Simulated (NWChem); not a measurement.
Program: NWChem. System: H6AlOP, charge 0, spin multiplicity 1, at a geometry optimised with PBE/def2-SVP. The structure started from a generated list of species. Level: MP2/pcseg-1, 11 core orbitals frozen.

Job file:

```
start mol
memory heap 200 mb stack 900 mb global 1100 mb
geometry units angstroms nocenter noautoz noautosym
  Al    -0.633321    -0.082608     0.925323
  H      0.298493    -0.895852     1.959969
  H     -1.946783    -0.732729     0.268544
  O     -0.641137     1.658992     0.956552
  H     -0.026456     2.141952     1.530621
  P      0.779908    -0.672055    -1.203190
  H      2.180101    -0.413014    -1.362797
  H      0.352392    -0.160165    -2.469086
  H      0.805891    -2.057395    -1.561017
end
basis spherical
  * library pcseg-1
end
scf
  rhf
  nopen 0
  maxiter 100
  thresh 1e-7
  semidirect memsize 60000000 filesize 0
end
mp2
  freeze core 11
end
task mp2 energy
```

Part of the output:

```
             Northwest Computational Chemistry Package (NWChem) 7.3.0
             --------------------------------------------------------

                                NWChem Input Module
                                -------------------

 Scaling coordinates for geometry "geometry" by  1.889725989
 (inverse scale =  0.529177249)

                             Geometry "geometry" -> ""
                             -------------------------

 Output coordinates in angstroms (scale by  1.889725989 to convert to a.u.)

  No.       Tag          Charge          X              Y              Z
 ---- ---------------- ---------- -------------- -------------- --------------
    1 Al                  13.0000    -0.63332100    -0.08260800     0.92532300
    2 H                    1.0000     0.29849300    -0.89585200     1.95996900
    3 H                    1.0000    -1.94678300    -0.73272900     0.26854400
    4 O                    8.0000    -0.64113700     1.65899200     0.95655200
    5 H                    1.0000    -0.02645600     2.14195200     1.53062100
    6 P                   15.0000     0.77990800    -0.67205500    -1.20319000
    7 H                    1.0000     2.18010100    -0.41301400    -1.36279700
    8 H                    1.0000     0.35239200    -0.16016500    -2.46908600
    9 H                    1.0000     0.80589100    -2.05739500    -1.56101700

 Effective nuclear repulsion energy (a.u.)     142.7650733401

            Nuclear Dipole moment (a.u.)
            ----------------------------
        X                 Y               Z
 ---------------- ---------------- ----------------
    -0.0000207870     0.0000075589    -0.0000018897


 Summary of "ao basis" -> "" (spherical)
 ------------------------------------------------------------------------------
       Tag                 Description            Shells   Functions and Types
 ---------------- ------------------------------  ------  ---------------------
 *                          pcseg-1                   on all atoms

 Summary of "ao basis" -> "ao basis" (spherical)
 ------------------------------------------------------------------------------
       Tag                 Description            Shells   Functions and Types
 ---------------- ------------------------------  ------  ---------------------
 Al                         pcseg-1                  8       18   4s3p1d
 H                          pcseg-1                  3        5   2s1p
 O                          pcseg-1                  6       14   3s2p1d
 P                          pcseg-1                  8       18   4s3p1d

                                 NWChem SCF Module
                                 -----------------

  ao basis        = "ao basis"
  functions       =    80
  atoms           =     9
  closed shells   =    21
  open shells     =     0
  charge          =   0.00
  wavefunction    = RHF
  use symmetry    = F
  symmetry adapt  = F

 Summary of "ao basis" -> "ao basis" (spherical)
 ------------------------------------------------------------------------------
       Tag                 Description            Shells   Functions and Types
 ---------------- ------------------------------  ------  ---------------------
 Al                         pcseg-1                  8       18   4s3p1d
 H                          pcseg-1                  3        5   2s1p
 O                          pcseg-1                  6       14   3s2p1d
 P                          pcseg-1                  8       18   4s3p1d
[...]
    11     -0.210509  1 Al px                31     -0.211509  4 O  s

 Vector   23  Occ=0.000000D+00  E= 1.054710D-01
              MO Center=  3.1D-01, -2.5D-01, -1.7D-01, r^2= 8.8D+00
   Bfn.  Coefficient  Atom+Function         Bfn.  Coefficient  Atom+Function
  ----- ------------  ---------------      ----- ------------  ---------------
    51      1.480582  6 P  s                 77     -1.007570  9 H  s
    11     -0.684076  1 Al px                72     -0.462935  8 H  s
    12     -0.456964  1 Al py                13      0.401755  1 Al pz
    59     -0.384026  6 P  py                 4     -0.343188  1 Al s
    25     -0.293031  3 H  s                 67     -0.269187  7 H  s

 Vector   24  Occ=0.000000D+00  E= 1.155468D-01
              MO Center=  7.4D-01, -6.8D-01, -1.1D+00, r^2= 4.7D+00
   Bfn.  Coefficient  Atom+Function         Bfn.  Coefficient  Atom+Function
  ----- ------------  ---------------      ----- ------------  ---------------
    67     -1.351675  7 H  s                 58      1.278763  6 P  px
    72      1.188301  8 H  s                 60      0.740524  6 P  pz
    55      0.292412  6 P  px                20     -0.223422  2 H  s
     4      0.206240  1 Al s                 66     -0.185313  7 H  s
    71      0.177059  8 H  s                 12     -0.162118  1 Al py

 center of mass
 --------------
 x =  -0.03565958 y =   0.03204844 z =   0.03195485

 moments of inertia (a.u.)
 ------------------
         599.729925952215         119.039974540991         213.470861656910
         119.039974540991         517.874236959219        -192.414916102237
         213.470861656910        -192.414916102237         408.167686102681

  Mulliken analysis of the total density
  --------------------------------------

    Atom       Charge   Shell Charges
 -----------   ------   -------------------------------------------------------
    1 Al  13    11.94   2.00  2.00  0.63  0.06  6.00  1.10 -0.02  0.17
    2 H    1     1.33   0.75  0.58  0.00
    3 H    1     1.33   0.75  0.58  0.00
    4 O    8     8.81   2.00  0.87  0.92  2.92  2.09  0.01
    5 H    1     0.74   0.66  0.02  0.06
    6 P   15    14.92   2.00  2.00  1.06  0.60  5.99  2.57  0.57  0.12
    7 H    1     0.98   0.74  0.23  0.01
    8 H    1     0.97   0.74  0.22  0.01
    9 H    1     0.98   0.74  0.23  0.01

       Multipole analysis of the density wrt the origin
       ------------------------------------------------

     L   x y z        total         open         nuclear
     -   - - -        -----         ----         -------
     0   0 0 0     -0.000000      0.000000     42.000000

     1   1 0 0      1.333280      0.000000     -0.000021
     1   0 1 0     -0.483209      0.000000      0.000008
     1   0 0 1     -0.924073      0.000000     -0.000002

     2   2 0 0    -28.003169      0.000000     96.535813
     2   1 1 0      1.512227      0.000000    -61.435224
     2   1 0 1     -1.154713      0.000000   -113.122885
     2   0 2 0    -27.679501      0.000000    140.121872
     2   0 1 1      2.934925      0.000000    104.727122
     2   0 0 2    -23.932416      0.000000    202.881418

                   NWChem MP2 Semi-direct Energy/Gradient Module
                   ---------------------------------------------

  Basis functions       =     80
  Molecular orbitals    =     80
  Frozen core           =     11
  Frozen virtuals       =      0
  Active alpha occupied =     10
  Active beta occupied  =     10
  Active alpha virtual  =     59
  Active beta virtual   =     59
  Use MO symmetry       = F
  Use skeleton AO sym   = F

  AO/Fock/Back tols     =   1.0D-09  1.0D-09  1.0D-09

 GA uses MA = F    GA memory limited = T

 Available:
  local mem=  1.26D+08
 global mem=  1.44D+08
 local disk=  0.00D+00
  mp2_memr nvloc                    59
  nvloc new                    59
   1 passes of  10:        3145728                      28101                   6031029.
   1 passes of  10: M    126151098           G      144166400           F     123005370.

 Semi-direct pass number   1 of   1  for RHF alpha+beta  at        1.3s
  vrange nnbf                  3001
  mp2_eaftype                    23  avail_ma_in_mb                  1099
 EAF : mp2_eaftype filesize          23    3015514.
  mp2_eaf for mointskh                     23
Node 0 wrote     14.2 Mb in      0.0 s     Agg I/O rate:  2833.9 Mb/s
 Done moints_semi at        2.6s
  mp2_eaftype                    23  avail_ma_in_mb                  1076
 EAF : mp2_eaftype filesize          23    3015514.
  mp2_eaf for kh                    23
 Done maket at        2.7s
 Done multipass loop at        2.7s

          -------------------------------------------
          SCF energy                -660.977167777244
          Correlation energy          -0.387823212653
          Singlet pairs               -0.265984876519
          Triplet pairs               -0.121838336134
          Total MP2 energy          -661.364990989897
          -------------------------------------------

          ---------------------------------------------------
                    Spin Component Scaled (SCS) MP2
          Same spin pairs                     -0.081225557422
          Same spin scaling factor             0.333333333333
          Opposite spin pairs                 -0.306597655230
          Opposite spin scaling fact.          1.200000000000
          SCS-MP2 correlation energy          -0.394992372084
          Total SCS-MP2 energy              -661.372160149328
          ---------------------------------------------------

 -----------------------
 Performance information
 -----------------------

 Timer overhead =  1.37D-07 seconds/call

               Nr. of calls         CPU time (s)                 Wall time (s)                GFlops
             ---------------    -------------------     ------------------------------   -------------------
Name         Min   Avg   Max    Min     Avg     Max     Min     Avg     Max   Mx/calls   Min     Max     Sum
mp2: moin     1     1     1    1.3     1.3     1.3      1.3     1.3     1.3     1.3      0.0     0.0     0.0
mp2: make     1     1     1   5.11E-2 5.11E-2 5.11E-2  5.11E-2 5.11E-2 5.11E-2 5.11E-2   0.0     0.0     0.0
mp2: tota     1     1     1    1.4     1.4     1.4      1.4     1.4     1.4     1.4      0.0     0.0     0.0

 The average no. of pstat calls per process was 3.00D+00
 with a timing overhead of 4.12D-07s

 Task  times  cpu:        2.6s     wall:        2.6s

 Total times  cpu:        2.7s     wall:        2.7s
```
